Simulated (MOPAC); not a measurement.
A run for MOPAC: PM6 on C2H6Mg (SMILES C[CH2][MgH]), a point of a bond scan (R = 1.919 Å).

```
PM6 1SCF PRECISE CHARGE=0 THREADS=1
C2H6Mg

Mg    -0.14432861 1     0.33129844 1     1.39372438 1
H     -0.33728383 1     1.19048809 1     2.85567801 1
C      0.09330786 1    -0.71909592 1    -0.41423708 1
C      0.13153769 1     0.13614409 1    -1.69257383 1
H     -1.32238266 1    -2.00742294 1    -0.54904422 1
H      1.01119844 1    -1.31501739 1    -0.34578536 1
H      0.95533042 1     0.85539786 1    -1.67841733 1
H     -0.78761407 1     0.71382571 1    -1.82525708 1
H      0.25689724 1    -0.46728182 1    -2.59877559 1
```

The log:

```
*******************************************************************************
 **                                                                           **
 **                              MOPAC v23.2.5                                **
 **                                                                           **
 *******************************************************************************
 ** MOPAC's Digital Object Identifier: https://doi.org/10.5281/zenodo.6511958 **
 **                                                                           **
 ** Please cite the open-source release paper for use of this MOPAC version:  **
 ** J. E. Moussa and J. J. P. Stewart (2026)                                  **
 ** MOPAC: An open-source semiempirical molecular orbital program             **
 ** J. Open Source Softw., 11(119), 8025, https://doi.org/10.21105/joss.08025 **
 *******************************************************************************

                              PM6 CALCULATION RESULTS

 *******************************************************************************
 *  PM6        - The PM6 Hamiltonian to be used
 *
 *
 *
 *                 CHARGE ON SYSTEM = 0
 *
 *
 *
 *  PRECISE    - TIGHTER CRITERIA TO BE USED
 *  1SCF       - DO 1 SCF AND THEN STOP
 *  THREADS=1  - MULTI-THREADING NOT USED
 *  T=         - A TIME OF 172800.0 SECONDS REQUESTED
 *  DUMP=N     - RESTART FILE WRITTEN EVERY 7200.0 SECONDS REQUESTED
 *******************************************************************************
PM6 1SCF PRECISE CHARGE=0 THREADS=1
 C2H6Mg

   ATOM   CHEMICAL          X               Y               Z
  NUMBER   SYMBOL      (ANGSTROMS)     (ANGSTROMS)     (ANGSTROMS)

     1      Mg         -0.14432861  *   0.33129844  *   1.39372438  *
     2       H         -0.33728383  *   1.19048809  *   2.85567801  *
     3       C          0.09330786  *  -0.71909592  *  -0.41423708  *
     4       C          0.13153769  *   0.13614409  *  -1.69257383  *
     5       H         -1.32238266  *  -2.00742294  *  -0.54904422  *
     6       H          1.01119844  *  -1.31501739  *  -0.34578536  *
     7       H          0.95533042  *   0.85539786  *  -1.67841733  *
     8       H         -0.78761407  *   0.71382571  *  -1.82525708  *
     9       H          0.25689724  *  -0.46728182  *  -2.59877559  *



          CARTESIAN COORDINATES

    NO.       ATOM           X           Y           Z

     1        Mg         -0.1443      0.3313      1.3937
     2         H         -0.3373      1.1905      2.8557
     3         C          0.0933     -0.7191     -0.4142
     4         C          0.1315      0.1361     -1.6926
     5         H         -1.3224     -2.0074     -0.5490
     6         H          1.0112     -1.3150     -0.3458
     7         H          0.9553      0.8554     -1.6784
     8         H         -0.7876      0.7138     -1.8253
     9         H          0.2569     -0.4673     -2.5988

 General Reference for PM6:
 "Optimization of Parameters for Semiempirical Methods V: Modification of NDDO Approximations
 and Application to 70 Elements", J. J. P. Stewart, J. Mol. Mod., 13, 1173-1213 (2007)
 URL: https://link.springer.com/article/10.1007/s00894-007-0233-4

           Empirical Formula: C2 H6 Mg  =     9 atoms



      MOLECULAR POINT GROUP   :   C1


      RHF CALCULATION, NO. OF DOUBLY OCCUPIED LEVELS = 8


 -------------------------------------------------------------------------------
 PM6 1SCF PRECISE CHARGE=0 THREADS=1
 C2H6Mg



     1SCF WAS SPECIFIED, SO BFGS WAS NOT USED
     SCF FIELD WAS ACHIEVED


                              PM6 CALCULATION
                                                       MOPAC v23.2.5 Linux




          FINAL HEAT OF FORMATION =        111.64514 KCAL/MOL =     467.12325 KJ/MOL


          COSMO AREA              =        111.42 SQUARE ANGSTROMS
          COSMO VOLUME            =         92.51 CUBIC ANGSTROMS

          IONIZATION POTENTIAL    =          8.245502 EV
          HOMO LUMO ENERGIES (EV) =         -8.246  1.411
          NO. OF FILLED LEVELS    =          8
          MOLECULAR WEIGHT        =         54.3744         POINT GROUP:  C1

          MOLECULAR DIMENSIONS (Angstroms)

            Atom       Atom       Distance
            H     9    H     2     5.73169
            H     7    H     5     3.79816
            H     8    H     6     2.91245


          SCF CALCULATIONS        =          1





   ATOM   CHEMICAL          X               Y               Z
  NUMBER   SYMBOL      (ANGSTROMS)     (ANGSTROMS)     (ANGSTROMS)

     1      Mg         -0.14432861  *   0.33129844  *   1.39372438  *
     2       H         -0.33728383  *   1.19048809  *   2.85567801  *
     3       C          0.09330786  *  -0.71909592  *  -0.41423708  *
     4       C          0.13153769  *   0.13614409  *  -1.69257383  *
     5       H         -1.32238266  *  -2.00742294  *  -0.54904422  *
     6       H          1.01119844  *  -1.31501739  *  -0.34578536  *
     7       H          0.95533042  *   0.85539786  *  -1.67841733  *
     8       H         -0.78761407  *   0.71382571  *  -1.82525708  *
     9       H          0.25689724  *  -0.46728182  *  -2.59877559  *

                             CARTESIAN COORDINATES

   1   Mg       -0.144328610     0.331298440     1.393724380
   2    H       -0.337283830     1.190488090     2.855678010
   3    C        0.093307860    -0.719095920    -0.414237080
   4    C        0.131537690     0.136144090    -1.692573830
   5    H       -1.322382660    -2.007422940    -0.549044220
   6    H        1.011198440    -1.315017390    -0.345785360
   7    H        0.955330420     0.855397860    -1.678417330
   8    H       -0.787614070     0.713825710    -1.825257080
   9    H        0.256897240    -0.467281820    -2.598775590


           Empirical Formula: C2 H6 Mg  =     9 atoms



      MOLECULAR POINT GROUP   :   C1


                  EIGENVALUES
 -25.53949 -19.44804 -14.33003 -13.73560 -12.82738 -11.91479  -9.34136  -8.24550
   1.41086   2.00310   2.56506   3.21185   3.22230   5.11614   6.15034   6.18351
   6.94972   7.16925


              NET ATOMIC CHARGES AND DIPOLE CONTRIBUTIONS

  ATOM NO.   TYPE          CHARGE      No. of ELECS.   s-Pop       p-Pop
    1         Mg           0.008625        1.9914     1.22399     0.76739
    2          H           0.095913        0.9041     0.90409
    3          C          -0.256116        4.2561     1.18897     3.06714
    4          C          -0.463404        4.4634     1.08265     3.38076
    5          H           0.088337        0.9117     0.91166
    6          H           0.102969        0.8970     0.89703
    7          H           0.141256        0.8587     0.85874
    8          H           0.140452        0.8595     0.85955
    9          H           0.141968        0.8580     0.85803
 DIPOLE           X         Y         Z       TOTAL
 POINT-CHG.    -0.338     0.385     1.104     1.217
 HYBRID         0.243    -0.084    -0.619     0.670
 SUM           -0.095     0.300     0.485     0.578


          ATOMIC ORBITAL ELECTRON POPULATIONS

     Atom    s        px        py        pz
    1 Mg   1.22399   0.01143   0.19138   0.56457
    2  H   0.90409
    3  C   1.18897   1.07714   1.02276   0.96724
    4  C   1.08265   1.16076   1.13003   1.08997
    5  H   0.91166
    6  H   0.89703
    7  H   0.85874
    8  H   0.85955
    9  H   0.85803

 **********************
 *                    *
 * JOB ENDED NORMALLY *
 *                    *
 **********************




 == MOPAC DONE ==
```

The run finished.

Cost: very roughly 0.04 core-seconds.
